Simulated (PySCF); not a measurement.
Computed with delta-SCF UKS SCAN, pcX-2 on the ionised atom, pcseg-1 elsewhere, spin-free X2C (PySCF 2.14.0). Geometries: PBE0-D3(BJ)/def2-SVP; isolated species, one conformer each. Values against the vacuum level.

(1) Order these sites by rising C 1s binding energy.
A. C6 in `[CH2:1]=[CH:2][CH2:3][C@@H:4]([F:5])[C:6](=[O:7])[NH:8][CH3:9]`
B. C2 in `[CH3:1][CH2:2][S:3](=[O:4])(=[O:5])[O-:6]`
C. C7 in `[F:1][B:2]([F:3])[SiH2:4][N:5]1[CH2:6][CH2:7][CH2:8][CH2:9]1`
D. C1 in `[CH3:1][C@@H:2]1[CH2:3][C@@H:4]1[S-:5]`

Results:

(1) D (285.99 eV), B (286.44 eV), C (290.65 eV), A (293.58 eV).

From the lowest up, the atoms are bonded to: C and 3 H in a species of charge -1 (285.99); S, C and 2 H in a species of charge -1 (286.44); 2 C and 2 H (290.65); O (double bond), N and C (293.58).

The basis sets have no added diffuse functions, a weakness for anions.
